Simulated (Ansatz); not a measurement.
The same path of BH5InN (8 atoms, charge 0, multiplicity 1) was run twice with different band settings. The coordinate that changes most is the dihedral H5–B1–In2–N3.

All numbers below come from Ansatz, RKS PBE0/def2-SVP.

Relaxed end points:

```xyz
8
Properties=species:S:1:pos:R:3
B 1.680 0.378 -0.882
In -0.340 0.655 0.068
N -1.331 -0.951 0.801
H 2.702 0.444 -0.237
H 1.804 0.179 -2.069
H -1.270 2.097 0.307
H -1.001 -1.908 0.777
H -2.245 -0.894 1.234
```

```xyz
8
Properties=species:S:1:pos:R:3
B 1.679 0.377 -0.881
In -0.339 0.657 0.071
N -1.327 -0.949 0.807
H 1.803 0.200 -2.072
H 2.700 0.420 -0.234
H -1.265 2.101 0.317
H -1.003 -1.908 0.765
H -2.248 -0.898 1.227
```

Common settings: movable images 7; climbing image yes; spring 5.0 eV/Å²; start path through a guess of the saddle point; force threshold 0.05 eV/Å; end points relaxed.

| run | optimiser | iteration limit |
| --- | --- | --- |
| 1 | quadratic models (default) | 23 |
| 2 | fire | 30 |

Problem. What does each run give, and how far can it be trusted?

Solution. Run 1: converged after 9 iterations, highest image 0.077 eV above the first end. A vibrational analysis at the climbing image gives one clearly imaginary mode, 164i cm⁻¹: a first-order saddle point.
Run 2: not converged after 30 iterations, highest image 0.080 eV above the first end. The band didn't meet its force threshold, so its energies are provisional: the largest band force was still 0.06 eV/Å, and over the last iterations the top stayed at 0.08 eV.
